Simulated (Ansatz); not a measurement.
Ansatz (a program for electronic structure) input (B3LYP/STO-3G):

Ansatz 0.2 input:
```yaml
crystal:
  periodic: [false, false, false]
  atoms:
    - {symbol: Te, position_ang: [0.00000000, 0.00000000, 0.00000000]}
basis:
  gaussian:
    orbitals: STO-3G
hamiltonian:
  xc: {name: B3LYP}
total_charge: 1
magnetization: {spin_polarized: true, initial_magnetization: 3}
scf: {lower_state_search: full}
```

Output:

```
Functional definition: B3LYP
integrals: 0.00 GiB planned
251 factors; integrals over basis functions are off by at most 2.9e-6 eV
mean field: 0.10 GiB planned
mean field evaluation 1: about -178205.4376 eV, gradient 9.9e-2 eV
mean field evaluation 2: about -178205.4383 eV, gradient 9.8e-2 eV
mean field evaluation 4: about -178205.4383 eV, gradient 2.2e-6 eV
mean field evaluation 8: about -178199.0314 eV, gradient 2.8e0 eV
mean field evaluation 16: about -178205.1970 eV, gradient 1.0e1 eV
mean field -178205.43832734 eV, -6548.9290665454 hartree, gradient 2.3e-6 eV, S^2 3.750000; 2 other end points of the search recorded, 0 dependent functions left out
reference -178205.43846143 eV, -6548.9290714730 hartree; 27, 24 occupied and 0, 3 virtual orbitals, 251 factors
Total energy: -178205.43846143 eV, -6548.9290714730 hartree
```

The dipole moment of an ion depends on the origin.
